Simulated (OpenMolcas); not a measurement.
**Cr2+, Mo2+, W2+: d4 down the group**

```json
{"Program": "OpenMolcas", "Method": "CASSCF", "Basis": "ANO-R2", "Scalar Hamiltonian": "X2C, finite nucleus", "Spin-orbit coupling": "state interaction with AMFI integrals over the reference wave functions, term energies averaged over their components"}
```

Active space for each ion: 4 electrons in 5 orbitals (d).

Computed levels in cm-1 above 5D0:

```
                               Level   Cr2+   Mo2+    W2+
                                 5D1   65.4    220   1657
                                 5D2    194    626   3629
                                 5D3    382   1175   5563
                                 5D4    626   1834   7362
                                 3H4  20003  15643  16320
                                 3H5  20137  16133  19278
                                 3H6  20289  16609  20838
                              3P0(1)  21687  16027  15084
                              3P1(1)  22071  17260  19798
weight of 5D in the lowest level (%)    100     99     84
```

Mixed levels, with the weight of the term that names them: W2+ 3H4 (66 %), W2+ 3P0(1) (73 %).

Measured, with the error of the calculation in %. Measured levels: Cr2+ from Sugar and Corliss, J. Phys. Chem. Ref. Data 6, 317 (1977); Mo2+ from Sugar and Musgrove, J. Phys. Chem. Ref. Data 17, 155 (1988); W2+ from NIST levels as listed in McCann et al., Mon. Not. R. Astron. Soc. 538, 537 (2025).

```json
{"Level": "5D1", "Cr2+": "62.2 (+5.1)", "Mo2+": "242 (-9.0)", "W2+": "2256 (-26.6)"}
{"Level": "5D2", "Cr2+": "183 (+5.9)", "Mo2+": "668 (-6.3)", "W2+": "4461 (-18.7)"}
{"Level": "5D3", "Cr2+": "357 (+7.3)", "Mo2+": "1224 (-4.0)", "W2+": "6278 (-11.4)"}
{"Level": "5D4", "Cr2+": "576 (+8.7)", "Mo2+": "1872 (-2.1)", "W2+": "7687 (-4.2)"}
{"Level": "3H4", "Cr2+": "17274 (+15.8)", "Mo2+": "12680 (+23.4)", "W2+": "13701 (+19.1)"}
{"Level": "3H5", "Cr2+": "17397 (+15.7)", "Mo2+": "13276 (+21.5)", "W2+": ""}
{"Level": "3H6", "Cr2+": "17531 (+15.7)", "Mo2+": "13811 (+20.3)", "W2+": ""}
{"Level": "3P0(1)", "Cr2+": "16771 (+29.3)", "Mo2+": "11149 (+43.8)", "W2+": "9904 (+52.3)"}
{"Level": "3P1(1)", "Cr2+": "17169 (+28.6)", "Mo2+": "12510 (+38.0)", "W2+": "12881 (+53.7)"}
```

The fine-structure level 5D4 changes by a factor of 11.8 from Cr2+ to W2+.

Without spin-orbit coupling 3H lies 19789, 15125, 14451 cm-1 above 5D in that order; the difference to the level 3H4, of either sign, comes from spin-orbit coupling, which also lowers the zero.

Without dynamic correlation excited terms often stand tens of per cent too high (terms of higher spin than the ground term too low), and those without a measured partner can miss by more than the paired ones. Levels of configurations with an s electron are missing; early in the row they begin among the upper levels of the d shell and mix with terms of their name (holds for Mo2+). Configurations with an s electron lie low in 5d ions of this charge, fall among these levels and mix in, so low-spin terms can stand far too high, up to twice their true height, and weights are not those of the real levels (holds for W2+). Some levels mix across a computed gap that differs much from the measured one, so their mixing is not that of the real levels (holds for W2+). Measured partners are found by configuration, term and J. A level has none where our copy of the source lacks it or the pairing is in doubt (some pairs that miss far off the trend of their configuration count as doubtful), and it then counts in no deviation. Levels of configurations outside the active space are missing.

A number in round brackets counts repeated terms of one configuration in the order of the reference energies.
